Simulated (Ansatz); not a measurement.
Frontier orbitals of C2H6AlB, SMILES `B[C](=C)[AlH2]`.

Charge 0, multiplicity 1. Geometry: relaxed with PBE0-D4/def2-TZVP. Basis def2-TZVPP, Ansatz 0.2.0.

| functional | HOMO (eV) | LUMO (eV) | gap (eV) |
| --- | --- | --- | --- |
| PBE | -6.48 | -3.34 | 3.14 |
| r2SCAN | -6.71 | -3.09 | 3.62 |
| B97M-V | -6.85 | -3.13 | 3.72 |
| PBE0 | -7.71 | -2.35 | 5.36 |
| B3LYP | -7.53 | -2.55 | 4.98 |
| CAM-B3LYP | -9.08 | -1.24 | 7.84 |
| ωB97M-V | -9.90 | -0.38 | 9.52 |
| HF | -10.73 | 1.01 | 11.74 |

Against PBE, PBE0 changes HOMO and LUMO by −1.23 and +0.99 eV, ωB97M-V by −3.42 and +2.96 eV. A gap of 3.14 eV thus becomes 9.52 eV for the same molecule, so an orbital gap means little without its functional.

B3LYP here is the variant with VWN-RPA as its local correlation; programs differ in this.
